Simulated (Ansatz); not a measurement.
`[I][GeH2][I]` and `[CH3][GeH2][I]` differ in one atom or group.

Ansatz, PBE0-D4/def2-TZVP geometries, multiplicity 1. 

Elements past krypton have def2 core potentials. Scalar relativity is left out up to krypton.

```
                                          property  `[I][GeH2][I]`
               LUMO energy (B3LYP/def2-TZVPP) / eV           -2.15
               HOMO–LUMO gap (PBE/def2-TZVPP) / eV            3.87
             HOMO–LUMO gap (B3LYP/def2-TZVPP) / eV            5.26
             HOMO energy (ωB97M-V/def2-TZVPP) / eV           -9.74
           HOMO–LUMO gap (ωB97M-V/def2-TZVPP) / eV            9.66
size of the dipole moment (ωB97M-V/def2-TZVPP) / D            1.27
```

Problem. What does the change do to each property? (Estimate.)

Solution. Computed: 
```json
{"property": "LUMO energy (B3LYP/def2-TZVPP) / eV", "`[CH3][GeH2][I]`": "-1.00", "shift": "1.15"}
{"property": "HOMO–LUMO gap (PBE/def2-TZVPP) / eV", "`[CH3][GeH2][I]`": "4.69", "shift": "0.82"}
{"property": "HOMO–LUMO gap (B3LYP/def2-TZVPP) / eV", "`[CH3][GeH2][I]`": "6.17", "shift": "0.91"}
{"property": "HOMO energy (ωB97M-V/def2-TZVPP) / eV", "`[CH3][GeH2][I]`": "-9.54", "shift": "0.20"}
{"property": "HOMO–LUMO gap (ωB97M-V/def2-TZVPP) / eV", "`[CH3][GeH2][I]`": "10.62", "shift": "0.96"}
{"property": "size of the dipole moment (ωB97M-V/def2-TZVPP) / D", "`[CH3][GeH2][I]`": "2.30", "shift": "1.03"}
```

With PBE0 the HOMO rises by 0.26 eV and the LUMO rises by 1.16 eV, so the gap widens by about 0.90 eV. PBE moves the HOMO by 0.29 eV and ωB97M-V by 0.20 eV. The zero-point energy changes by 94.2 kJ/mol with +9 modes. Dipoles are sizes alone; their direction can turn.

B3LYP here is the variant with VWN-RPA as its local correlation; programs differ in this.

Spin–orbit coupling is left out; it splits and shifts lone-pair levels of the heavy atoms by tenths of an eV.
